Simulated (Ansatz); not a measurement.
```yaml
crystal:
  periodic: [false, false, false]
  atoms:
    - {symbol: Au, position_ang: [1.134178, 0.759256, 0.038271]}
    - {symbol: Al, position_ang: [-1.510432, -0.249608, -0.314120]}
    - {symbol: Al, position_ang: [0.269183, -1.009871, 1.779976]}
    - {symbol: Al, position_ang: [-0.768373, 2.300367, -1.000672]}
    - {symbol: Al, position_ang: [0.875444, -1.800145, -0.503454]}
basis:
  gaussian: {orbitals: def2-SVPD, nuclear_model: gaussian}
magnetization: {spin_polarized: true, initial_magnetization: 1}
hamiltonian: {xc: {name: B97M-V}}
scf: {omitted_lower_state_checks: [starts]}
output: {forces: true}
```

```sh
$ ansatz run in.yaml --threads 4 --pin off --events-out ev --progress --plain --max-ram 4787MiB
```

Shortened log:

```
Functional definition: B97M-V
1243 factors; their error is unknown
mean field evaluation 1: about -30063.0736 eV, gradient 2.0e1 eV
mean field evaluation 2: about -30035.1849 eV, gradient 6.6e1 eV
mean field evaluation 4: about -30062.9505 eV, gradient 1.6e1 eV
mean field evaluation 8: about -30065.5599 eV, gradient 5.4e-3 eV
mean field evaluation 16: about -30065.5599 eV, gradient 1.2e-5 eV
mean field -30065.55988884 eV, -1104.8889467465 hartree, gradient 3.2e-7 eV, S^2 0.764205; 0 other end points of the search recorded, 0 dependent functions left out
reference -30065.55995133 eV, -1104.8889490429 hartree; 36, 35 occupied and 95, 96 virtual orbitals, 1243 factors
Total energy: -30065.55995133 eV, -1104.8889490429 hartree
Atom 0 at     1.134178     0.759256     0.038271 Å, force    -0.015881     0.352556    -0.125287 eV/Å
Atom 1 at    -1.510432    -0.249608    -0.314120 Å, force     0.591702    -0.164720     0.215955 eV/Å
Atom 2 at     0.269183    -1.009871     1.779976 Å, force    -0.345327     0.059824     0.018652 eV/Å
Atom 3 at    -0.768373     2.300367    -1.000672 Å, force     0.053378    -0.228026     0.092881 eV/Å
Atom 4 at     0.875444    -1.800145    -0.503454 Å, force    -0.283872    -0.019633    -0.202200 eV/Å
Dipole moment:    -0.192091     0.070396    -0.075092 e Å
Checks for a lower state left out: starts
```

It took 40 s on 4 threads of AMD EPYC 7B13 on a shared host, peak host memory 0.67 GiB.

In the def2 sets Au takes a core potential; there is no spin–orbit coupling.
